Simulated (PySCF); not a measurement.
C₅H₄F₂, SMILES C(#CC(F)F)C=C. Atoms are numbered in the order given.

```xyz
11

C      3.4043     0.4139     0.0000
C      2.4251    -0.5016     0.0000
C      1.0381    -0.1879     0.0000
C     -0.1538     0.0417     0.0000
C     -1.5774     0.3784     0.0000
F     -2.1889    -0.1313     1.0911
F     -2.1889    -0.1313    -1.0911
H      4.4528     0.1079     0.0000
H      3.1854     1.4847     0.0000
H      2.6757    -1.5689     0.0000
H     -1.7312     1.4724     0.0000
```

Geometry: PBE0-D3(BJ)/def2-SVP. The structure was generated by enumeration, and PubChem lists no compound with its InChIKey, so it may never have been made.

Calculation: PBE0/def2-TZVP run with PySCF.

ESP charges are fitted to the potential on shells at 1.4 to 2.0 van der Waals radii. Atomic charges (e):

```
atom    IAO  ESP fit  Mulliken  Löwdin
----  -----  -------  --------  ------
C1    -0.27    -0.45     -0.22   -0.15
C2    -0.16    -0.02     -0.22   -0.19
C3     0.00    -0.05      0.12   -0.04
C4    -0.10    -0.14     -0.09   -0.04
C5     0.45     0.38      0.25   -0.48
F6    -0.30    -0.20     -0.17    0.17
F7    -0.30    -0.20     -0.17    0.17
H8     0.17     0.20      0.14    0.13
H9     0.17     0.22      0.14    0.13
H10    0.18     0.16      0.14    0.16
H11    0.16     0.08      0.09    0.14
```

Give the Mayer and Wiberg (Löwdin basis) orders of the bonds. (An estimate is asked for; the answer gives what the named calculation found.)


```json
[
 {"bond": "C1–C2", "Mayer": "1.89", "Wiberg": "2.09"},
 {"bond": "C2–C3", "Mayer": "1.21", "Wiberg": "1.35"},
 {"bond": "C3–C4", "Mayer": "2.67", "Wiberg": "2.67"},
 {"bond": "C4–C5", "Mayer": "1.07", "Wiberg": "1.25"},
 {"bond": "C5–F6", "Mayer": "1.13", "Wiberg": "1.73"},
 {"bond": "C5–F7", "Mayer": "1.13", "Wiberg": "1.73"},
 {"bond": "C1–H8", "Mayer": "0.95", "Wiberg": "0.89"},
 {"bond": "C1–H9", "Mayer": "0.95", "Wiberg": "0.89"},
 {"bond": "C2–H10", "Mayer": "0.95", "Wiberg": "0.81"},
 {"bond": "C5–H11", "Mayer": "1.01", "Wiberg": "0.85"}
]
```
